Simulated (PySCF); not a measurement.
Mo³⁴⁺: ionisation energy

Mo³⁴⁺ [He] 2s2 2p4 (3P) → Mo³⁵⁺ [He] 2s2 2p3 (4S), as a difference of total energies. Computed with PySCF 2.14 in an even-tempered Gaussian basis (17 s from 11 bohr⁻², ratio 2.2; 11 p from 15 bohr⁻², ratio 2.2; 6 d from 64 bohr⁻², ratio 2.4; 5 f from 97 bohr⁻², ratio 2.4; 4 g from 150 bohr⁻², ratio 2.4), with no relativity, point nucleus. Correlated levels: nothing frozen; virtual orbitals above 40 to 60 times the deepest correlated orbital energy dropped. The calculations carry no spin-orbit coupling.

```
                 method  ionisation energy (eV)
                    UHF                  4579.5
                    LDA                  4577.0
                    PBE                  4582.1
                   PBE0                  4581.9
                 r2SCAN                  4583.0
                  M06-L                  4583.0
                    M06                  4581.7
    MP2 (all electrons)                  4581.1
SCS-MP2 (all electrons)                  4581.2
```

Spin-orbit coupling is strong in these open shells (close to jj coupling). The scalar numbers leave it out and a first-order estimate fails, so it can dominate the gap to the real levels.

The gap to the reference is mostly relativistic.

For comparison: 4618 ± 10 eV (semi-empirical (NIST evaluation); NIST Atomic Spectra Database, ionization energies).
